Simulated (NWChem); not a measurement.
System: ZnCl cation; SMILES [Cl][Zn+]

Program: NWChem. The level has its own optimisation; frequencies are unscaled.

Q: Estimate the computed values for Hartree-Fock/STO-3G. Quantities: r Cl–Zn (Å); highest harmonic frequency (cm⁻¹); zero-point energy (kcal/mol).

A: The r Cl–Zn (Å) is 2.029. The highest harmonic frequency (cm⁻¹) is 559 and the zero-point energy (kcal/mol) comes out as 0.8.
